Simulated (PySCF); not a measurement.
C4H7O, multiplicity 2. Atoms are numbered in the order given.

```xyz
12

C     -2.0128     0.3707    -0.0418
C     -0.6581     0.4383     0.5611
C      0.4968    -0.1490    -0.0932
C      1.8441    -0.0286     0.6005
O      0.3850    -0.7276    -1.1803
H     -1.9701    -0.1677    -0.9985
H     -2.4236     1.3832    -0.2102
H     -2.7233    -0.1400     0.6339
H     -0.5211     0.9437     1.5243
H      1.8114    -0.4932     1.5997
H      2.6106    -0.5242    -0.0086
H      2.1158     1.0305     0.7417
```
Charge 0, spin multiplicity 2.

Geometry optimised at TPSSh-D3(BJ)/def2-SVP. The isomer is the one that the SMILES or the coordinates give; other isomers of the formula were not compared. Other conformers were not sampled.

Computed with PySCF with TDA-PBE0/def2-SVPD.

Vertical excitations. The molecule is in vacuum.

| state | energy (eV) | λ (nm) | f | main pairs |
|---|---|---|---|---|
| root 1 | 1.90 | 654 | 0.000 | β HOMO→LUMO 97 % |
| root 2 | 4.71 | 263 | 0.012 | α HOMO→LUMO 24 %, β HOMO−1→LUMO 67 % |
| root 3 | 5.35 | 232 | 0.001 | α HOMO−1→LUMO 57 %, β HOMO−2→LUMO 33 %, β HOMO→LUMO+2 6 % |
| root 4 | 5.43 | 228 | 0.000 | α HOMO−1→LUMO 28 %, β HOMO−2→LUMO 45 %, β HOMO−3→LUMO 21 % |
| root 5 | 5.73 | 216 | 0.001 | α HOMO−1→LUMO 10 %, β HOMO−3→LUMO 65 %, β HOMO−2→LUMO 14 % |
| root 6 | 6.17 | 201 | 0.208 | α HOMO→LUMO 69 %, β HOMO−1→LUMO 20 % |
| root 7 | 6.25 | 198 | 0.000 | α HOMO→LUMO+1 94 % |
| root 8 | 6.28 | 197 | 0.001 | β HOMO→LUMO+2 78 % |
| root 9 | 6.58 | 188 | 0.000 | β HOMO−4→LUMO 81 % |
| root 10 | 6.81 | 182 | 0.006 | α HOMO−1→LUMO+1 7 %, β HOMO→LUMO+1 90 % |
Unrestricted roots are not spin-pure.
